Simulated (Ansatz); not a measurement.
The same path of BH3O + BrH (7 atoms, charge 0, multiplicity 1) was run twice with different band settings. Lost on the way: B1–H2, Br6–H7. Made: B1–Br6, H2–H7.

All numbers below come from RKS PBE0/def2-SVP in Ansatz 0.2.0.

Relaxed end points:

```xyz
7
Properties=species:S:1:pos:R:3
B -0.019 -0.390 -0.160
H 0.218 -0.374 1.035
O 0.937 -0.721 -1.042
H 1.786 -0.922 -0.635
H -1.110 -0.116 -0.600
Br 0.151 3.027 1.558
H -0.105 1.629 1.664
```

```xyz
7
Properties=species:S:1:pos:R:3
B 0.273 0.514 -0.671
H -0.379 -0.116 3.032
O 1.414 -0.073 -1.052
H 1.294 -0.994 -1.309
H -0.793 -0.050 -0.657
Br 0.345 2.348 -0.121
H -0.296 0.504 2.598
```

Common settings: spring 5.0 eV/Å²; optimiser quadratic models (default); start path through a guess of the saddle point; force threshold 0.03 eV/Å; iteration limit 60; end points relaxed.

| run | movable images | climbing image |
| --- | --- | --- |
| 1 | 7 | yes |
| 2 | 6 | no |

(1) What does each run give, and how far can it be trusted?

## Answers

(1) Run 1: converged after 30 iterations, highest image 0.645 eV above the first end. The profile has 2 maxima (images 2, 5) with wells between them (image 3): this band takes more than one step, which may be the mechanism or a detour left from its start path. A vibrational analysis at the climbing image gives one clearly imaginary mode, 907i cm⁻¹: a first-order saddle point.
Run 2: converged after 28 iterations, highest image 0.560 eV above the first end. Beside the main top the profile has a ripple of under 15 meV (maxima at images 1, 4), which may be a very shallow well or noise. No image climbed, so the highest image needn't sit at the top of the path.
The orbitals stay closed-shell, which can raise the energy where a bond breaks towards radicals; this wasn't checked here.
